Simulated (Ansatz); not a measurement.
`C[Si](O)(F)F` → fluoromethane + `O[Si]F` at 298.15 K and 1 bar (silylene formation by 1,1-elimination).

Computed with Ansatz on PBE0-D4/def2-TZVP structures; ΔE is electronic, products minus reactants. CBS: MP2 limit from def2 TZ/QZ plus the TZ coupled-cluster correction, frozen cores. This one scheme is used for every species. Each species was taken in one conformer, which may not be the lowest.

| species | CCSD(T)/CBS energy (Eh) | H − E (kJ/mol) | S (J/(mol·K)) |
| --- | --- | --- | --- |
| `C[Si](O)(F)F` | -604.51944 | 171.1 | 334.4 |
| `CF` | -139.63461 | 113.4 | 222.6 |
| `O[Si]F` | -464.72778 | 54.9 | 266.8 |

H − E and S are ideal-gas, rigid-rotor, harmonic terms from PBE0-D4/def2-TZVP, for one conformer and one mirror image of each species. 1 Eh = 2625.50 kJ/mol, R = 8.31446 J/(mol·K).

**Question.** By hand: ΔE, ΔH, ΔS and ΔG.

**Answer.** ΔE = (-139.63461) + (-464.72778) − (-604.51944) = 0.15705 Eh = 412.3 kJ/mol. Δ(H − E) = 113.4 + 54.9 − 171.1 = -2.8, so ΔH = 409.5 kJ/mol. ΔS = 222.6 + 266.8 − 334.4 = 155.0 J/(mol·K). ΔG = 409.5 − 298.15 × (155.0)/1000 = 363.3 kJ/mol.

**Question.** By hand: the equilibrium constant, and the temperature at which ΔG would vanish if ΔH and ΔS stayed fixed.

**Answer.** log₁₀ K = −ΔG/(RT ln 10) = -63.6. ΔG = 0 at ΔH/ΔS = 2642 K, far beyond where these terms or the molecules hold.

The number of gas molecules changes by +1, which sets the sign of ΔS. A doubt of 5 kJ/mol in ΔE shifts log₁₀ K by 0.9 here. Other conformers and mirror images would add mixing entropy, several J/(mol·K) or more a flexible species. These are equilibria of isolated gas molecules and say nothing of rates. Largest T1 diagnostic: 0.015 (customary marks: 0.02 for closed shells, 0.045 for open ones).
